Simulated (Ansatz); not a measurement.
`CCCCCCC` + `OBF` → `CCOBF` + `CCCCC`  (substitution at a C–C bond)

Isolated molecules relaxed with PBE0-D4/def2-TZVP in Ansatz; ΔE leaves out vibrations. CBS: MP2 limit from def2 TZ/QZ plus the TZ coupled-cluster correction, frozen cores. This one scheme is used for every species. DFT in def2-TZVPP. One conformer a species, not always the lowest.

`CCCCCCC`:

Cartesian coordinates in Å:
```
C 0.391 2.750 1.792
C 1.275 2.354 0.621
C 1.279 0.860 0.323
C -0.061 0.306 -0.136
C -0.005 -1.170 -0.493
C -1.339 -1.734 -0.955
C -1.270 -3.209 -1.309
H -0.662 2.530 1.601
H 0.468 3.819 2.002
H 0.681 2.212 2.700
H 0.959 2.898 -0.277
H 2.302 2.676 0.823
H 2.028 0.653 -0.451
H 1.608 0.314 1.216
H -0.816 0.455 0.644
H -0.408 0.876 -1.007
H 0.347 -1.740 0.377
H 0.746 -1.327 -1.278
H -1.689 -1.162 -1.822
H -2.087 -1.578 -0.169
H -0.954 -3.806 -0.449
H -0.552 -3.387 -2.114
H -2.240 -3.590 -1.639
```

`OBF`:

Z-matrix (Å, degrees):
```
B
O 1 1.344
F 1 1.332 2 120.3
H 1 1.192 2 120.1 3 -180.0
H 2 0.963 1 113.4 3 -0.0
```

`CCOBF`:

```xyz
11

C     0.444   -0.225    1.426
C    -0.198    0.594    0.335
O     0.426    0.328   -0.913
B    -0.222   -0.290   -1.908
F     0.445   -0.518   -3.031
H     0.001    0.025    2.393
H     1.516   -0.028    1.476
H     0.299   -1.293    1.248
H    -0.075    1.663    0.531
H    -1.271    0.385    0.267
H    -1.365   -0.641   -1.826
```

`CCCCC`:

```xyz
17

C     0.682   -1.647    1.633
C     0.557   -0.868    0.335
C    -0.710   -0.028    0.274
C    -0.913    0.716   -1.039
C     0.135    1.782   -1.316
H     1.594   -2.246    1.658
H    -0.166   -2.325    1.769
H     0.703   -0.973    2.495
H     1.435   -0.227    0.212
H     0.566   -1.562   -0.514
H    -1.573   -0.682    0.450
H    -0.705    0.693    1.102
H    -1.904    1.182   -1.032
H    -0.926   -0.007   -1.864
H     1.134    1.353   -1.424
H     0.176    2.511   -0.501
H    -0.087    2.327   -2.236
```

```tsv
level	ΔE (kJ/mol)	difference from CCSD(T)/CBS
LDA (SPW92)	38.1	-5.1
r2SCAN-D4	36.6	-6.6
PBE0-D4	39.8	-3.4
r2SCANh-D4	37.7	-5.5
r2SCAN0-D4	39.4	-3.8
CAM-B3LYP-D4	33.4	-9.8
ωB97X-V	36.5	-6.7
revPBE	32.5	-10.7
r2SCAN	35.4	-7.8
r2SCAN0	38.1	-5.1
BHLYP	31.8	-11.4
HF/def2-SVP	28.3	-14.9
CCSD(T)/def2-SVP	39.7	-3.5
SCS-MP2/def2-TZVPP	41.4	-1.8
CCSD(T)/def2-TZVPP	41.4	-1.8
HF/CBS(def2)	28.7	-14.5
CCSD(T)/CBS	43.2	0
```

Largest T1 diagnostic among the species: 0.013.

At CCSD(T), def2-SVP lies −3.5 kJ/mol from the extrapolated value and def2-TZVPP −1.8 kJ/mol. The D4 term adds +4.0 kJ/mol with B3LYP and +2.5 kJ/mol with PBE0; it sums over pairs of atoms, weighted by their polarisabilities, and B3LYP, whose exchange is more repulsive, gets the larger term.

B3LYP here is the variant with VWN-RPA as its local correlation; programs differ in this.
